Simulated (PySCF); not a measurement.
PBEsol on As (arsenic, neutral), [Ar] 3d10 4s1 4p3 4d1, high-spin 6D determinant (an excited configuration). Computed with PySCF 2.14 in x2c-TZVPPall with one added diffuse shell each of s, p, d type (7s6p5d1f, 57 functions), with the spin-free X2C one-electron Hamiltonian (Gaussian nucleus).

```
cycle= 1 E= -2258.19582304762  delta_E= -0.00952  |g|= 0.207  |ddm|= 0.18
cycle= 2 E= -2258.1946216097  delta_E= 0.0012  |g|= 0.225  |ddm|= 0.136
cycle= 3 E= -2258.2003382269  delta_E= -0.00572  |g|= 0.00446  |ddm|= 0.0793
cycle= 4 E= -2258.20034534597  delta_E= -7.12e-06  |g|= 0.000139  |ddm|= 0.00669
cycle= 5 E= -2258.20034535975  delta_E= -1.38e-08  |g|= 7.46e-06  |ddm|= 0.000469
cycle= 6 E= -2258.20034535983  delta_E= -7.91e-11  |g|= 9.69e-07  |ddm|= 4.73e-05
converged SCF energy = -2258.20034535983  <S^2> = 8.7511033  2S+1 = 6.0003677
```

Highest occupied orbital energy: 0.270 eV; ⟨L²⟩ = 6.00; populations by l: s 7.00, p 15.00, d 11.00, f 0.00.

Task: Can this result be used?

Result: Not for this state. Self-consistency was reached. The outer electron is Rydberg-like, and this basis confines it to a smaller radius and binds it less than a complete one would. At PBEsol the highest occupied level has a positive energy, so only the finite basis holds that electron; for this excited configuration the basis is too tight for the outer shell.
